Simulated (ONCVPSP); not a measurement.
# How hard is this lead (Pb) ONCV potential?

Pb (Z = 82), optimised norm-conserving Vanderbilt (ONCV), made with ONCVPSP 4.0.1 (Wu-Cohen, scalar-relativistic). Core [Kr] 4d10 4f14, reference 5s2 5p6 5d10 6s2 6p2. Waves: 5s+6s: rc 1.25 bohr, ncon 4, nbas 7, qcut 9.3 1/bohr, 3 projectors, debl 2.8 Ha; 5p+6p: rc 1.60 bohr, ncon 5, nbas 8, qcut 7.5 1/bohr, 2 projectors; 5d: rc 1.25 bohr, ncon 4, nbas 8, qcut 14.3 1/bohr, local. Local part: the d channel. Core correction: none.

Question: For each optimised wave give the share of its norm inside rc, the residual kinetic energy above qcut (Ha) and the cutoffs (Ha) for errors of 10, 1, 0.1 and 0.01 mHa per electron.

Answer:

```csv
wave,norm inside rc,residual KE,10 mHa,1 mHa,0.1 mHa,0.01 mHa
5s,0.918,4.9e-05,29.9,36.3,41.7,78.2
6s,0.062,5.0e-05,27.1,35.1,41.5,65.3
s projector 3,0.066,1.3e-04,29.7,37.5,44.1,68.6
5p,0.955,2.1e-04,13.7,17.3,49.1,78.2
6p,0.046,8.7e-05,10.8,14.6,27.5,74.2
5d,0.520,1.5e-08,19.6,43.7,56.8,66.5
```

The occupied waves need 44 Ha and 57 Ha for 1 and 0.1 mHa.
